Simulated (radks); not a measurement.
The numbers below are computed, except where a source is named.
Q: Valence configurations of Hf II (all share [Xe]). Level of theory: scalar-relativistic Kohn-Sham, SCAN, spin-polarised, spherical densities, finite nucleus; open shells are filled with parallel spins first (spin-orbit coupling, left out, can overturn this in heavy ions); meta-GGA in the generalised Kohn-Sham scheme; Fermi nuclear charge, rms radius 5.347 fm (a radial shooting solver on a logarithmic mesh with Libxc functionals). Order these by energy: 4f14 5d1 6s1 6p1; 4f13.5 5d1.5 6s1 6p1; 4f14 6s2 6p1; 4f14 5d1 6s2; 4f14 5d2 6s1; 4f13 5d2 6s2; 4f13.5 5d1.5 6s2; 4f14 5d1 6p2.

A: From the lowest, in eV above it: 4f14 5d1 6s2 0.000; 4f14 5d2 6s1 0.002; 4f14 5d1 6s1 6p1 3.845; 4f14 6s2 6p1 4.623; 4f13.5 5d1.5 6s2 8.376; 4f14 5d1 6p2 9.428; 4f13.5 5d1.5 6s1 6p1 12.148; 4f13 5d2 6s2 18.175. NIST lists [Xe] 4f14 5d1 6s2 as the ground configuration; this level of theory agrees among the configurations tried. The energies are those of spherical high-spin densities, not of single terms. No valid solution was reached for [Xe] 4f12 5d3 6s2; [Xe] 4f13 5d1 6s2 6p1.
